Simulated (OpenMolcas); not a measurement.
OpenMolcas run: neutral antimony

Input:

```
&GATEWAY
Coord
1

Sb 0.0 0.0 0.0
Basis=ANO-R1
Group=XYZ
NoMove
AngMom=0.0 0.0 0.0
AMFI
&SEWARD
&RASSCF
FileOrb=start.orb
Symmetry=2
Spin=4
nActEl=3 0 0
Inactive=15 9
Ras2=0 3
CIRoot=1 1 1
SDav=1
CIMx=300
Iter=120 100
PrWF=0.3
OrbListing=Nothing
MaxOrb=0
Atom
>>> COPY $Project.JobIph JOB001
&RASSCF
FileOrb=start.orb
Symmetry=2
Spin=2
nActEl=3 0 0
Inactive=15 9
Ras2=0 3
CIRoot=8 8 1
SDav=8
CIMx=300
Iter=120 100
PrWF=0.3
OrbListing=Nothing
MaxOrb=0
Atom
>>> COPY $Project.JobIph JOB002
&RASSI
NrOfJobIphs=2 1 8
1
1 2 3 4 5 6 7 8
IphNames
JOB001
JOB002
EJob
SpinOrbit
DIPRint=1.0
SOCoupling=1000.0
Subsets=2
MEES
Property=10
'ANGMOM' 1 'ANGMOM' 2 'ANGMOM' 3 'MLTPL  1' 1 'MLTPL  1' 2 'MLTPL  1' 3
'AMFI' 1 'AMFI' 2 'AMFI' 3 'MLTPL  2' 6
SOProperty=3
'ANGMOM' 1 'ANGMOM' 2 'ANGMOM' 3
```

Launched by
```bash
OMP_NUM_THREADS=1 MOLCAS_MEM=2252 MOLCAS_PROJECT=a pymolcas a.inp > a.log  # once for each step of the input, in one work folder
```

A driver script runs the steps one by one and writes start.orb anew before each from the orbitals found so far.

Output, cut to the results:

```
--- SEWARD ---
Basis set label: SB.ANO-R...6S5P3D1F.

      Electronic valence basis set:
      ------------------
      Associated Effective Charge  51.000000 au
      Associated Actual Charge     51.000000 au
      Nuclear Model: Finite nucleus - Gaussian distribution
        Gaussian exponent, Xi/bohr**(-2):  1.89752E+08

      Shell  nPrim  nBasis  Cartesian Spherical Contaminant
         s      23       6        X
         p      18       5        X
         d      12       3                 X
         f       6       1                 X
                  Relativistic X2C integrals
                  Atomic mean-field integrals
--- RASSCF ---
Wave function specifications:
      -----------------------------

      Number of closed shell electrons          48
      Number of electrons in active shells       3
      Max number of holes in RAS1 space          0
      Max nr of electrons in RAS3 space          0
      Number of inactive orbitals               24
      Number of active orbitals                  3
      Number of secondary orbitals              16
      Spin quantum number                      1.5
      State symmetry                             2
Orbital specifications:
      -----------------------

      Symmetry species                           1   2
                                                ag  au
      Frozen orbitals                            0   0
      Inactive orbitals                         15   9
      Active orbitals                            0   3
      RAS1 orbitals                              0   0
      RAS2 orbitals                              0   3
      RAS3 orbitals                              0   0
      Secondary orbitals                         6  10
      Deleted orbitals                           0   0
      Number of basis functions                 21  22
      Number of CSFs                             1
      Number of root(s) required                 1
      Iter CI   SX   CI       RASSCF       Energy    max ROT     max BLB   max BLB  Level Ln srch  Step   QN
          iter iter root      energy       change     param      element    value   shift minimum  type update
 Nr of preliminary CI iterations:   1
      Total energies have been shifted. Add                -6000.00 au
        1   1    7    1  -478.02778574    0.00E+00   4.22E-02   15  16 1 -3.68E-02*  0.00   0.00    SX    NO
        2   1    7    1  -478.03254852   -4.76E-03*  5.03E-03   11  18 1  1.93E-02*  0.00   0.00    SX    NO
        3   1    6    1  -478.03288410   -3.36E-04*  2.61E-03   14  21 1 -5.97E-03*  0.00   0.00    SX    NO
        4   1    6    1  -478.03292808   -4.40E-05*  9.63E-04   10  17 1  2.46E-03*  0.00   0.00    SX    NO
        5   1    5    1  -478.03293425   -6.17E-06*  2.57E-04   12  19 1 -8.97E-04*  0.00   0.73    QN   YES
        6   1    3    1  -478.03293527   -1.02E-06*  2.32E-05   15  16 1 -3.27E-05   0.00   1.00    QN   YES
        7   1    2    1  -478.03293527   -9.61E-10   7.39E-06   15  16 1 -7.77E-06   0.00   1.33    QN   YES
      Convergence after  7 iterations
        8   1    2    1  -478.03293527   -6.18E-11   7.39E-06    1  16 1  1.01E-06   0.00   1.33    QN   YES
      Natural orbitals and occupation numbers for root  1
      sym 2:   1.000000   1.000000   1.000000
::    RASSCF root number  1 Total energy:  -6478.03293527
--- RASSCF ---
Wave function specifications:
      -----------------------------

      Number of closed shell electrons          48
      Number of electrons in active shells       3
      Max number of holes in RAS1 space          0
      Max nr of electrons in RAS3 space          0
      Number of inactive orbitals               24
      Number of active orbitals                  3
      Number of secondary orbitals              16
      Spin quantum number                      0.5
      State symmetry                             2
Orbital specifications:
      -----------------------

      Symmetry species                           1   2
                                                ag  au
      Frozen orbitals                            0   0
      Inactive orbitals                         15   9
      Active orbitals                            0   3
      RAS1 orbitals                              0   0
      RAS2 orbitals                              0   3
      RAS3 orbitals                              0   0
      Secondary orbitals                         6  10
      Deleted orbitals                           0   0
...
--- RASSI ---
SPIN-FREE ENERGIES:
  (Shifted by EMIN (a.u.) =      -6478.0329352740)

 SF State       Relative EMIN(au)   Rel lowest level(eV)    D:o, cm**(-1)      L_eff

     1             0.0000000000        0.0000000000              0.0000         0.0
     2             0.0609770482        1.6592700120          13382.9152         2.0
     3             0.0609770482        1.6592700120          13382.9152         2.0
     4             0.0609770482        1.6592700120          13382.9152         2.0
     5             0.0609770482        1.6592700120          13382.9152         2.0
     6             0.0609770482        1.6592700120          13382.9152         2.0
     7             0.1014415442        2.7603650404          22263.8455         1.0
     8             0.1014415442        2.7603650404          22263.8455         1.0
     9             0.1014415442        2.7603650404          22263.8455         1.0
     Dipole printing threshold changed to   1.00000000E+00
Eigenvalues of complex Hamiltonian:
   -----------------------------------
  (Shifted by EMIN (a.u.) =      -6478.0329352740)

 SO State       Relative EMIN(au)   Rel lowest level(eV)    D:o, cm**(-1)     J-value

     1            -0.0014766696        0.0000000000              0.0000         1.1
     2            -0.0014766696        0.0000000000              0.0000         1.3
     3            -0.0014766696        0.0000000000              0.0000         1.3
     4            -0.0014766696        0.0000000000              0.0000         1.0
     5             0.0571560229        1.5954768424          12868.3886         1.1
     6             0.0571560229        1.5954768424          12868.3886         1.1
     7             0.0571560229        1.5954768424          12868.3886         1.3
     8             0.0571560229        1.5954768424          12868.3886         1.2
     9             0.0609770482        1.6994522378          13707.0067         1.8
...
```

The J values that RASSI prints are effective ones from its own formula and need not be integers or half-integers; the table below assigns J from the states.

Levels above the lowest, from the spin-orbit matrix, grouped by J:

| Configuration | Term | J | E (cm⁻¹) | Measured (cm⁻¹) | g | Term weight % | Second |
| --- | --- | --- | --- | --- | --- | --- | --- |
| 5s² 5p³ | ⁴S° | 3/2 | 0.0 | 0.0 | 1.992 | 98 |  |
| 5s² 5p³ | ²D° | 3/2 | 12868 | 8512 | 0.844 | 92 | 8 ²P° |
| 5s² 5p³ | ²D° | 5/2 | 13707 | 9854 | 1.200 | 100 |  |
| 5s² 5p³ | ²P° | 1/2 | 22588 | 16395 | 0.666 | 100 |  |
| 5s² 5p³ | ²P° | 3/2 | 23751 | 18464 | 1.300 | 91 | 8 ²D° |

Against the 4 measured excited levels shown (NIST Handbook of Basic Atomic Spectroscopic Data) the mean absolute deviation is 4900 cm-1; the largest miss in energy is 5s² 5p³ ²P°_1/2: computed 22588, measured 16395 cm⁻¹ (+37.8 %), and the largest in proportion 5s² 5p³ ²D°_3/2 (+51.2 %).

With the s shell closed, the reference lacks s² → p² mixing. Computed and measured levels are paired by configuration, term and J; levels that our copy of the source lacks, or whose pairing is in doubt (as where it misses far off the trend of its configuration), stay unpaired and out of the deviations. Only configurations of the active space appear.

The term weight is that of the spin-free term in the level, not the purity of its configuration. ° marks odd parity.
